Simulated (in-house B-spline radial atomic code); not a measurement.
The numbers below are computed, except where a source is named.
# Ghost states of the separable form: Ag

Ag, [Kr] 4d10 5s1, non-relativistic LDA (VWN5), spherical and spin-unpolarised, from an all-electron radial atomic-structure program (B-spline basis) (atomic units; all potentials screened as in the neutral atom).

Troullier-Martins channels: 5s (ε = -0.1574, r_c = 2.983 bohr), 4d (ε = -0.2987, r_c = 1.154 bohr). In the Kleinman-Bylander form one channel serves as the local potential, and each other channel l becomes |δV u><u δV|/<u|δV|u>, with δV = V_l − V_local and u the pseudo-orbital. Its strength is E_KB = <u|δV²|u>/<u|δV|u>. By the analysis of Gonze, Stumpf and Scheffler a spurious state lies below the reference level ε if E_KB > 0 and ε is above the second level of the local potential alone, or if E_KB < 0 and ε is above its first. The table's levels are those of angular momentum l in a sphere of 9 bohr, whose wall can lift a shallow ε a little above its free-atom value.

```csv
local,channel,<u δV u>,<u δV² u>,ε,first local level,second local level
s,d,-3.8534,27.281,-0.2987,0.1042,0.3473
d,s,0.23904,1.0842,-0.1565,-7.7785,-1.1091
```

(1) Apply the rule to each row.

Diagonalising the separable Hamiltonian gives:

```csv
local,channel,three lowest levels,"all-electron, two lowest valence levels"
s,d,"-0.2987, 0.1233, 0.4088","-0.2987, 0.1222"
d,s,"-5.1789, -0.1565, 0.1105","-0.1565, 0.1114"
```

(2) Which choices of local channel are safe?

## Answers

(1) Local s, channel d: E_KB = -7.08, so ε = -0.2987 is set against 0.1042: no ghost. Local d, channel s: E_KB = +4.54, so ε = -0.1565 is set against -1.1091: a ghost.

(2) Free of ghosts: s. With d local the s channel has a ghost 5.02 hartree below ε, since the local potential binds more than one state below ε, and a repulsive term of rank one raises each level at most to the next, so it clears only one of them. Among the safe choices the second level, which tests transfer, is off by at most 1.1 millihartree (s local).
